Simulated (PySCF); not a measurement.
A GIAO shielding run with PySCF 2.14.0 with density-fitted response routines (density fitting, non-relativistic, gas phase) on `InChI=1S/C4H11NOSi3/c1-6-9-3-4(2-5)7-8-9/h4,9H,3,7-8H2,1H3/t4-,9+/m1/s1`:

```
$ OMP_NUM_THREADS=1 python probes_run.py task.json out

{"job": {"kind": "nmr", "xc": "PBE0", "basis": "pcSseg-1"}, "charge": 0, "multiplicity": 1}
C      3.102325    -0.335771     1.295692
O      1.871876     0.301891     1.167784
Si     0.919750     0.325318    -0.154510
C     -0.587260     1.311306     0.482124
C     -1.863704     0.963433    -0.295494
C     -1.722607     1.358189    -1.658094
N     -1.590103     1.637126    -2.762261
Si    -2.256066    -0.944060    -0.277169
Si    -0.091133    -1.709108    -0.646279
H      3.005274    -1.405896     1.093672
H      3.831828     0.083713     0.599154
H      3.456736    -0.190107     2.316281
H      1.603853     1.033184    -1.246318
H     -0.404506     2.385178     0.406718
H     -0.754529     1.099627     1.540598
H     -2.715183     1.514538     0.118410
H     -3.332625    -1.154070    -1.250034
H     -2.865331    -1.184488     1.040677
H      0.115534    -2.237859    -1.999877
H      0.270722    -2.841464     0.225891
```

Hardware: 1 thread of an Arm Neoverse V1, shared host. The job also computes population analyses, field gradients, ring-centre shieldings.

Task: How large is the calculation?

Result: 92 electrons, 229 basis functions and 1254 auxiliary functions.

Task: How long does it take, and how much memory does it need?

Result: 64 s of wall time, with 14 SCF cycles and 5 response iterations; peak memory 1.1 GiB. Times on a shared host scatter by some tens of per cent.
